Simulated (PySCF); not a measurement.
Gas-phase reaction: 2 MgH = MgH₂ + Mg

Energies from PySCF, thermal terms from the rigid-rotor harmonic-oscillator model, ideal gas at 1 bar. † marks an energy on the PBE0/def2-TZVP geometry and frequencies; other levels use their own. CCSD(T) freezes the core. 6-31G* has spherical d functions here. Open shells (unrestricted): MgH (multiplicity 2); the rest are closed-shell singlets. For Mg the outer core is correlated in a valence basis, which is rough. MgH₂: computed as isolated molecules; such fragments, hydroxides, amides, oligomers or adducts are transient or little studied in the gas. CCSD(T) isn't extrapolated to the basis-set limit; its ΔH°(298 K) is -164.4 kJ in def2-SVP and -166.6 kJ in def2-TZVPP. The harmonic model lacks anharmonicity and excited electronic states, which grow with temperature; levels with a mode under 35 cm⁻¹ are left out.

```json
[
 {"level": "CCSD(T)/def2-SVP†", "ΔE electronic, kJ": "-170", "ΔH°(298 K), kJ": "-164", "ΔS°(298 K), J/K": "-43", "ΔG°(600 K), kJ": "-139"},
 {"level": "HF/6-31G*", "ΔE electronic, kJ": "-103", "ΔH°(298 K), kJ": "-98", "ΔS°(298 K), J/K": "-44", "ΔG°(600 K), kJ": "-72"},
 {"level": "M06-2X/def2-TZVP†", "ΔE electronic, kJ": "-157", "ΔH°(298 K), kJ": "-151", "ΔS°(298 K), J/K": "-43", "ΔG°(600 K), kJ": "-125"},
 {"level": "r2SCAN/def2-TZVP†", "ΔE electronic, kJ": "-134", "ΔH°(298 K), kJ": "-128", "ΔS°(298 K), J/K": "-43", "ΔG°(600 K), kJ": "-103"},
 {"level": "ωB97M-V/def2-TZVP†", "ΔE electronic, kJ": "-192", "ΔH°(298 K), kJ": "-186", "ΔS°(298 K), J/K": "-43", "ΔG°(600 K), kJ": "-160"}
]
```
ΔH° is lowest at ωB97M-V/def2-TZVP† and highest at HF/6-31G*. No reference value is set beside these.
